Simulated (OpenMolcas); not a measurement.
## Computed levels of Ga

```json
{"Program": "OpenMolcas", "Method": "SS-RASPT2, IPEA 0.25 Eh, imaginary shift 0.1 Eh (closed shells correlated: 3d 4s)", "Basis": "ANO-RCC-VQZP [7s6p4d2f1g]", "Scalar Hamiltonian": "DKH2, point nucleus", "Active space": "1 electron in 9 orbitals (RAS2 4p; RAS3 4d 5s, at most 1 electron)", "State averaging": "2S+1 = 2 odd, 3 roots; 2S+1 = 2 even, 1 root", "Spin-orbit coupling": "RASSI with atomic mean-field integrals over the reference wave functions, term energies averaged over their components"}
```

Spin-free terms above the lowest, with the occupations of the reference:

```json
{"Configuration": "4s² 4p", "Term": "²P°", "E (cm⁻¹)": "0.0", "Occupations": "4p 1.00"}
{"Configuration": "4s² 5s", "Term": "²S", "E (cm⁻¹)": "29028", "Occupations": "5s 1.00"}
```

With spin-orbit coupling, above the lowest level:

```
Configuration  Term    J  E (cm⁻¹)  Measured (cm⁻¹)      g  Term weight %
       4s² 4p   ²P°  1/2       0.0              0.0  0.666            100
       4s² 4p   ²P°  3/2       704              826  1.334            100
       4s² 5s    ²S  1/2     29498            24789  2.002            100
```

Against the 2 measured excited levels shown (NIST Handbook of Basic Atomic Spectroscopic Data) the mean absolute deviation is 2400 cm-1; the largest miss in energy is 4s² 5s ²S_1/2: computed 29498, measured 24789 cm⁻¹ (+19.0 %).

Spin-orbit coupling puts the lowest level 469 cm⁻¹ below the lowest spin-free term.

ANO sets are built for valence states and can reach diffuse excited orbitals poorly, and with the s shell closed the s pⁿ⁺¹ terms that mix with these levels are absent. With one active electron, CASPT2 adds the correlation within the correlated inactive shells and between them and that electron, and leaves the splitting within a term as the reference gives it. No level of 4s² 4d was computed, though it lies in the active space. Measured partners are found by configuration, term and J. A level has none where our copy of the source lacks it or the pairing is in doubt (some pairs that miss far off the trend of their configuration count as doubtful), and it then counts in no deviation. Levels of configurations outside the active space are missing. The first state left out of the spin-orbit step lies near 71000 cm-1 above the lowest spin-free state of the reference (among the parities and spins computed), and the list stops at four fifths of that energy or lower.

The term weight is that of the spin-free term in the level, not the purity of its configuration. ° marks odd parity.
